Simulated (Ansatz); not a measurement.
F$_{2}$GaH (`[F][GaH][F]`) at its PBE0-D4/def2-TZVP geometry, where that method's forces vanish. The species carries charge 0 and has multiplicity 1.

```xyz
4

F     1.0200    0.5867   -1.2059
Ga   -0.0397    0.0628    0.0713
F    -0.3495   -1.6482   -0.0014
H    -0.6308    0.9987    1.1360
```

Question: What forces (eV/Å) does r2SCAN-D4/def2-TZVPP give on these atoms in Ansatz? (Best estimate.)

Answer: Computed: 
```
F1  -0.009 -0.024  0.004
Ga2 -0.058  0.093  0.106
F3   0.015  0.014 -0.016
H4   0.052 -0.083 -0.094
```
